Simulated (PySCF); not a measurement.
All of these have the formula C4H8ClFSi2. Method: TDDFT CAM-B3LYP/def2-SVPD, vertical, gas phase, core orbitals frozen in the response in PySCF. Geometries: GFN2-xTB; one conformer of each isolated species. Triplets are in the Tamm–Dancoff approximation.

Task: Rank by computed HOMO–LUMO gap, lowest first.
A. `C=C(F)[C@@H]1[SiH2]C[Si@H]1Cl`
B. `FCC[SiH2]C#C[SiH2]Cl`
C. `C=C[Si@@]1(Cl)C[SiH2][C@@H]1F`
D. `C[SiH2]C#C[Si@@](C)(F)Cl`
E. `Cl[C@H]1CC=C[Si@@]1(F)[SiH3]`

Result: A (8.74 eV), C (8.99 eV), E (9.25 eV), B (9.64 eV), D (9.95 eV).

```tsv
SMILES	gap (eV)	f (S1)	LUMO (eV)	T1 (eV)	α (au)	S1 mainly
C=C(F)[C@@H]1[SiH2]C[Si@H]1Cl	8.74	0.012	0.55	4.30	111.5	H→L (84%)
C=C[Si@@]1(Cl)C[SiH2][C@@H]1F	8.99	0.024	0.13	4.28	110.9	H→L+1 (62%)
F[Si@@]1([SiH3])C=CC[C@@H]1Cl	9.25	0.003	0.08	4.28	109.1	H→L (69%)
FCC[SiH2]C#C[SiH2]Cl	9.64	0.000	-0.01	4.67	113.2	H-1→L (73%)
C[SiH2]C#C[Si@@](C)(F)Cl	9.95	0.000	0.24	4.68	112.0	H→L (63%)
```

H and L stand for HOMO and LUMO.

- `C=C(F)[C@@H]1[SiH2]C[Si@H]1Cl`: Löwdin shares by element: HOMO carbon 70% or more, silicon 6% or more (atoms not listed hold the other 24%); LUMO silicon 35%, carbon 19% or more (atoms not listed hold the other 45%).
- `C=C[Si@@]1(Cl)C[SiH2][C@@H]1F`: Löwdin shares by element: HOMO carbon 30% or more, silicon 22%, fluorine 18% (atoms not listed hold the other 30%); LUMO carbon 48% or more, silicon 18% (atoms not listed hold the other 34%).
- `F[Si@@]1([SiH3])C=CC[C@@H]1Cl`: Löwdin shares by element: HOMO carbon 42% or more, chlorine 28% (atoms not listed hold the other 29%); LUMO carbon 40% or more, silicon 30% (atoms not listed hold the other 30%).
- `FCC[SiH2]C#C[SiH2]Cl`: Löwdin shares by element: HOMO carbon 74% or more, silicon 8% or more (atoms not listed hold the other 19%); LUMO carbon 43% or more, silicon 20% or more, chlorine 13% (atoms not listed hold the other 25%).
- `C[SiH2]C#C[Si@@](C)(F)Cl`: Löwdin shares by element: HOMO carbon 79% or more, silicon 7% or more; LUMO carbon 52% or more, silicon 25% (atoms not listed hold the other 23%).
